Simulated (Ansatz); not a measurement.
Cost and result for the atomization energy of `CCCCCC=O` (19 atoms, 18 bonds).

Z-matrix (Å, degrees):
```
C
C 1 1.519
H 1 1.092 2 111.6
H 1 1.094 2 111.1 3 120.2
H 1 1.094 2 111.1 3 -120.2
C 2 1.519 1 113.0 3 180.0
H 2 1.096 1 109.7 3 58.0
H 2 1.096 1 109.7 3 -58.0
C 6 1.520 2 113.2 1 -179.8
H 6 1.097 2 109.5 1 -57.7
H 6 1.097 2 109.3 1 57.6
C 9 1.525 6 113.1 2 179.7
H 9 1.097 6 109.5 2 -58.1
H 9 1.094 6 109.7 2 57.8
C 12 1.499 9 111.9 6 66.6
H 12 1.093 9 112.0 6 -55.9
H 12 1.098 9 109.4 6 -175.6
O 15 1.200 12 125.5 9 -129.9
H 15 1.115 12 114.3 9 50.2
```

Total charge 0; spin multiplicity 1. All single points use the PBE0-D4/def2-TZVP geometry. It is one conformer, not always the lowest. Program: Ansatz. All runs use 2 threads of an AMD EPYC 7R13 on a shared host and a share of an NVIDIA H100 80 GB. Times are those of one run each, without the atoms' runs, and a repeat can differ threefold. Electronic energies, without spin–orbit coupling; frozen cores. CCSD(T)/CBS adds CCSD(T) − MP2 in def2-TZVPP to the MP2 limit, and its time is that of the two runs behind it. T1 = 0.012. B3LYP takes the VWN-RPA correlation (the form of Gaussian; ORCA's B3LYP/G).

CCSD(T)/CBS is a level of theory with its own doubt, some kJ/mol a heavy atom from the limit and from the frozen cores, so smaller differences don't rank the functionals.

```tsv
level	functions	wall time	atomization (kJ/mol)	difference from CCSD(T)/CBS	per bond
CAM-B3LYP-D4/def2-TZVPP	385	2.4 s	7796.4	41.2	2.3
CCSD(T)/def2-SVP	158	2.4 s	7476.4	-278.8	-15.5
PBE-QIDH/def2-TZVPP	385	2.6 s	7750.2	-5.0	-0.3
ωB97X-V/def2-TZVPP	385	2.7 s	7769.7	14.5	0.8
B3LYP-D4/def2-TZVPP (with forces)	385	2.8 s	7763.0	7.8	0.4
LDA (SPW92)/def2-TZVPP	385	2.9 s	8846.7	1091.5	60.6
PBE-D4/def2-TZVPP (with forces)	385	2.9 s	7932.2	177.0	9.8
B97M-V/def2-TZVPP	385	3.1 s	7769.9	14.7	0.8
r2SCAN-D4/def2-TZVPP (with forces)	385	3.3 s	7779.3	24.1	1.3
B2PLYP/def2-TZVPP	385	4.2 s	7690.4	-64.8	-3.6
MP2/def2-QZVPP	759	5.5 s	7788.9	33.7	1.9
CCSD(T)/def2-TZVPP	385	20 s	7589.0	-166.2	-9.2
CCSD(T)/CBS(def2)	–	25 s	7755.2	0.0	0.0
```

In def2-TZVPP, CCSD(T) changes the Hartree–Fock value by +1794.4 kJ/mol (the triples alone add +101.9 kJ/mol) and MP2 by +1896.7 kJ/mol; breaking electron pairs costs correlation energy, which Hartree–Fock lacks. At CCSD(T), def2-SVP lies −278.8 kJ/mol from the extrapolated value and def2-TZVPP −166.2 kJ/mol: correlation converges slowly with the basis, and small sets miss more of it in the bonded molecule than in its fragments. From r2SCAN to r2SCAN0 (25 % exact exchange), in def2-TZVPP and without D4, the atomization energy moves by −90.5 kJ/mol: exact exchange takes away binding that semilocal exchange gives to molecules.
